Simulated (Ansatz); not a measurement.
Reaction (hydrogenolysis of a B–Si bond): `F[SiH2]B[SiH3]` + H₂ → `B[SiH2]F` + SiH₄

Computed with Ansatz on PBE0-D4/def2-TZVP structures; ΔE is electronic, products minus reactants. CCSD(T)/CBS adds triple-zeta CCSD(T) − MP2 to the extrapolated MP2 energy (def2 sets, frozen cores). This one scheme is used for every species. DFT in def2-TZVPP. One conformer a species, not always the lowest.

`F[SiH2]B[SiH3]`:

Cartesian coordinates in Å:
```
F 0.819 1.316 -1.831
Si -0.589 0.588 -1.562
B -0.635 -0.413 0.164
Si 0.861 -0.491 1.494
H -1.639 1.643 -1.586
H -0.823 -0.353 -2.694
H -1.677 -0.946 0.423
H 0.660 0.737 2.324
H 2.209 -0.409 0.872
H 0.813 -1.673 2.396
```

H₂:

```xyz
2

H    -0.258    0.141   -0.230
H     0.258   -0.141    0.230
```

`B[SiH2]F`:

Z-matrix (Å, degrees):
```
Si
F 1 1.607
B 1 2.000 2 113.6
H 1 1.490 2 107.3 3 -121.7
H 1 1.490 2 107.3 3 121.8
H 3 1.197 1 118.1 2 179.8
H 3 1.194 1 124.1 2 -0.2
```

SiH₄:

Z-matrix (Å, degrees):
```
Si
H 1 1.485
H 1 1.485 2 109.5
H 1 1.485 2 109.5 3 -120.0
H 1 1.485 2 109.5 3 120.0
```

Question: Is it downhill or uphill in electronic energy at CCSD(T)/CBS, and by how much? (Estimate.)

Answer: The calculation gave: Downhill: ΔE = -6.8 kcal/mol.

Question: What do these levels give: revPBE-D4, BLYP-D4, ωB97M-V, PBE, BLYP, r2SCAN0, RPA@PBE/def2-TZVPP, CCSD/def2-SVP, CCSD(T)/def2-SVP, HF/def2-QZVPP, HF/CBS(def2), CCSD/CBS(def2)? (Best estimate.)

Answer: The calculation gave: revPBE-D4 -3.0, BLYP-D4 -5.6, ωB97M-V -7.6, PBE -4.7, BLYP -8.2, r2SCAN0 -6.7, RPA@PBE/def2-TZVPP -8.4, CCSD/def2-SVP -9.6, CCSD(T)/def2-SVP -8.7, HF/def2-QZVPP -14.5, HF/CBS(def2) -14.6, CCSD/CBS(def2) -8.0 kcal/mol.

Largest T1 diagnostic among the species: 0.013.

From BLYP to BHLYP (50 % exact exchange), in def2-TZVPP and without D4, ΔE moves by −2.7 kcal/mol. Leaving LDA and LC-ωPBE aside and taking each functional with its dispersion term where it has one, the values, not all of them listed here, spread over 5.8 kcal/mol, from BHLYP-D4 to revPBE-D4. LDA lies +1.3 kcal/mol from PBE without D4. At CCSD(T), def2-SVP lies −2.0 kcal/mol from the extrapolated value and def2-TZVPP −0.7 kcal/mol.
